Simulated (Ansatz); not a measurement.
Diatomic AlCo, multiplicity 5 (not the ground state: that is measured with 2S+1 = 3). No spin–orbit coupling. Co is treated without relativity.

The constants come from a fifth-degree fit in 1/R (seven points, main isotopes). In def2 and cc sets the state is the lowest found near the PBE0 minimum, followed along R.

Run with Ansatz (Gaussian basis) for Hartree–Fock, density functionals and correlated methods. Values without a source in brackets are computed.

```tsv
level	r_e (Å)	ω_e (cm⁻¹)	B_e (cm⁻¹)	α_e (cm⁻¹)	dipole (D)
PBE/def2-TZVPP	2.329	299	0.168	0.0013	1.00
PBE0/def2-TZVPP	2.373	273	0.162	0.0014	1.48
wB97X-V/def2-TZVPP	2.387	265	0.160	0.0014	1.99
```

Ansatz is a program for electronic structure.
